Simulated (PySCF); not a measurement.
IrO3, SMILES [O]=[Ir](=[O])=[O] (connectivity only; charge and spin as stated), neutral, multiplicity 2.

The structure is a stationary point at B3LYP-D3(BJ)/def2-TZVP. The geometry has at least one imaginary mode, so it is a saddle point at that level. The multiplicity is an assumed one; other spin states were not compared. The def2 effective core potentials stand for the cores of Ir; spin–orbit coupling is left out.

Two levels are set side by side: PBE/def2-TZVPD (PySCF) and ωB97X/def2-TZVPD (PySCF). Same geometry, gas phase. Differences are taken from unrounded values.

```csv
quantity,ωB97X
α-spin orbital gap (eV),8.04
β-spin orbital gap (eV),9.24
dipole moment (D),0.62
mean polarisability (bohr³),47.1
```

Task: What does PBE give, and how far is it from ωB97X? (An estimate is asked for; the answer gives what the named calculation found.)

Result: 
| quantity | PBE | PBE minus ωB97X |
|---|---|---|
| α-spin orbital gap (eV) | 0.70 | -7.34 |
| β-spin orbital gap (eV) | 2.13 | -7.11 |
| dipole moment (D) | 0.73 | 0.11 |
| mean polarisability (bohr³) | 46.7 | -0.3 |

Rough cost on one machine, each run with all the roots and properties that it gave: ωB97X against PBE within a factor of 2.
